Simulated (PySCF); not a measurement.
**Hf(NH2)4: from a saddle point downhill**

PySCF 2.14.0, RKS PBE0, Hf def2-SVP with ECP60, N def2-SVP, H def2-SVP; non-relativistic Hamiltonian with scalar-relativistic core potentials where named; density fitting; no spin-orbit coupling. Relaxed within the symmetry of its start, the geometry (D4h) is

```xyz
13

Hf    0.0000    0.0000    0.0000
N     2.1246    0.0000    0.0000
H     2.7479    0.0000    0.8070
H     2.7479    0.0000   -0.8070
N     0.0000    2.1246    0.0000
H     0.0000    2.7479    0.8070
H     0.0000    2.7479   -0.8070
N    -2.1246    0.0000    0.0000
H    -2.7479    0.0000    0.8070
H    -2.7479    0.0000   -0.8070
N     0.0000   -2.1246    0.0000
H     0.0000   -2.7479    0.8070
H     0.0000   -2.7479   -0.8070
```

and its lowest harmonic modes are -1004, -999, -999, -830, -428, -193 cm⁻¹ (negative: unstable). It was moved along the lowest mode and relaxed again, within the group D4 that the move left.

(1) Where does it end, and how much lower?

(2) How do the contacts change?

(3) Is the end a minimum?

State: singlet.

Results:

(1) In D4, 3.143 eV lower, after 11 steps:
```xyz
13

Hf    0.0000    0.0000    0.0000
N     2.0941    0.0000    0.0000
H     2.7058    0.7859    0.2158
H     2.7058   -0.7859   -0.2158
N     0.0000    2.0941    0.0000
H    -0.7859    2.7058    0.2158
H     0.7859    2.7058   -0.2158
N    -2.0941    0.0000    0.0000
H    -2.7058   -0.7859    0.2158
H    -2.7058    0.7859   -0.2158
N     0.0000   -2.0941    0.0000
H     0.7859   -2.7058    0.2158
H    -0.7859   -2.7058   -0.2158
```

(2) 
```csv
contact,saddle (Å),end (Å)
Hf1–N2 (NH2),2.125,2.094
Hf1–N5 (NH2),2.125,2.094
Hf1–N8 (NH2),2.125,2.094
Hf1–N11 (NH2),2.125,2.094
```


(3) No, 2 of the modes stay unstable (below −25 cm⁻¹); lowest modes -177, -91, 110, 110, 222, 329 cm⁻¹.
